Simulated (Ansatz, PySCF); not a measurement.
C3H2F3, SMILES [CH]=CC(F)(F)F, multiplicity 2. Atoms are numbered in the order given.

```xyz
8

C     -2.0416    -0.2525    -0.5782
C     -1.0030    -0.6298     0.1275
C      0.3307     0.0567     0.0796
F      0.3442     1.0880    -0.7582
F      1.2855    -0.7975    -0.3034
F      0.6717     0.5064     1.2918
H     -3.0761    -0.5578    -0.7265
H     -1.0426    -1.4900     0.8135
```
Charge 0, spin multiplicity 2.

Coordinates come from a PBE0-D3(BJ)/def2-SVP optimisation. The isomer is the one that the SMILES or the coordinates give; other isomers of the formula were not compared.

Two levels are set side by side: PBE-D3(BJ)/def2-SVP (Ansatz, a first-principles code) and PBE0-D3(BJ)/def2-SVP (Ansatz). Each level has its own optimised geometry; the coordinates shown are those of the second. Frequencies come from the Hessian of PySCF at each geometry. Differences are taken from unrounded values.

```tsv
quantity	PBE0-D3(BJ)	PBE-D3(BJ)	PBE-D3(BJ) minus PBE0-D3(BJ)
mean bond length (Å)	1.286	1.299	0.013
bond C1–C2 (Å)	1.311	1.319	0.008
bond C2–C3 (Å)	1.501	1.510	0.009
bond C3–F4 (Å)	1.329	1.346	0.017
bond C3–F5 (Å)	1.337	1.356	0.019
bond C3–F6 (Å)	1.337	1.356	0.019
bond C1–H7 (Å)	1.089	1.097	0.008
bond C2–H8 (Å)	1.101	1.111	0.010
highest harmonic wavenumber (cm⁻¹)	3300	3208	-92
mean harmonic wavenumber (cm⁻¹)	1074	1025	-49
zero-point energy (kcal/mol)	27.64	26.38	-1.26
```

GGA bonds tend to be longer and softer than those of functionals with exact exchange. Differences between two approximate levels are no errors against the true value.
